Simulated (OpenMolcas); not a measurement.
Ni III: CASPT2 settings compared

* Program: OpenMolcas 26.06
* Basis: ANO-RCC-VDZP [5s4p2d1f]
* Scalar Hamiltonian: X2C, point nucleus
* Active space: 8 electrons in 5 orbitals (3d)
* State averaging: 2S+1 = 3 even, 10 roots; 2S+1 = 1 even, 15 roots kept (CI in the orbitals of an earlier block)
* Spin-orbit coupling: RASSI with atomic mean-field integrals over the reference wave functions, term energies averaged over their components

Methods on the same reference wave functions:
A. CASSCF
B. SS-CASPT2, IPEA 0.35 Eh, sigma2 regulariser 0.05 Eh (closed shells correlated: 3s 3p)
C. XMS-CASPT2, IPEA 0.2 Eh, no level shift (closed shells correlated: 3s 3p)
D. XMS-CASPT2, IPEA 0.2 Eh, sigma2 regulariser 0.4 Eh (closed shells correlated: none)

Energies in cm-1 above 3d8 3F4, the measured ground level; measured values from Corliss and Sugar, J. Phys. Chem. Ref. Data 10, 197 (1981).

```json
{"Level": "3d8 3F4", "A": "0.0", "B": "0.0", "C": "0.0", "D": "0.0", "Measured": "0.0"}
{"Level": "3d8 3F3", "A": "1399", "B": "1400", "C": "1400", "D": "1399", "Measured": "1361"}
{"Level": "3d8 3F2", "A": "2356", "B": "2340", "C": "2340", "D": "2350", "Measured": "2270"}
{"Level": "3d8 1D2", "A": "16789", "B": "13780", "C": "14480", "D": "15930", "Measured": "14032"}
{"Level": "3d8 3P2", "A": "20401", "B": "17810", "C": "18040", "D": "18680", "Measured": "16662"}
{"Level": "3d8 3P1", "A": "20790", "B": "18240", "C": "18420", "D": "18950", "Measured": "16978"}
{"Level": "3d8 3P0", "A": "21067", "B": "18500", "C": "18690", "D": "19210", "Measured": "17231"}
{"Level": "3d8 1G4", "A": "26080", "B": "24060", "C": "24660", "D": "25510", "Measured": "23109"}
{"Level": "3d8 1S0", "A": "62794", "B": "53500", "C": "53900", "D": "56880", "Measured": "52532"}
```

Deviations, from unrounded energies. A percentage is the sum of absolute deviations over the sum of measured energies, with the sign that they share, or ± where signs differ.

| Against measurement | Levels | A | B | C | D |
| --- | --- | --- | --- | --- | --- |
| mean absolute deviation (cm-1) | 8 | 3400 | 740 | 970 | 1800 |
| fine structure of the ground term (%) | 2 | +3.4 | +2.9 | +3.1 | +3.3 |
| other terms of the ground configuration (%) | 6 | +19.5 | ±4.2 | +5.4 | +10.4 |

B lies closest to measurement on these levels and A furthest from it. The largest miss of B in the table is 3d8 3P0, by +1300 cm-1. The ranking rests on the paired levels alone, and a cruder setting can come out closer through cancelling errors.

Among B to D the level of the table that moves most is 3d8 1S0, by 3400 cm-1 (lowest in B, highest in D). Moves below CASPT2's spread within the term are not significant.

The mean deviations of B to D differ by less than CASPT2's widest spread within a term (1300 cm-1), so their order carries little weight.

From A to B the spin-free energies of the other terms of 3d8 shown, above 3F, scale by factors of 0.81 to 0.92, as is usual when dynamic correlation screens the repulsion within a d or f shell.

The lowest spin-free term lies below A's lowest term by 0.460 hartree in B, 0.470 hartree in C, 0.234 hartree in D.

CASPT2 breaks the degeneracy within a term, and the mean is taken; among the terms shown or strongly mixed into the levels shown the widest spread is 1300 cm-1 (3d8 1G, C). Terms from blocks run as CI alone lack orbitals of their own. Without dynamic correlation excited terms often stand tens of per cent too high (terms of higher spin than the ground term too low), and those without a measured partner can miss by more than the paired ones (holds for A). Some levels mix across a computed gap that differs much from the measured one, so their mixing is not that of the real levels (holds for A; B; C). Computed and measured levels are paired by configuration, term and J; levels that our copy of the source lacks, or whose pairing is in doubt (as where it misses far off the trend of its configuration), stay unpaired and out of the deviations. Only configurations of the active space appear.
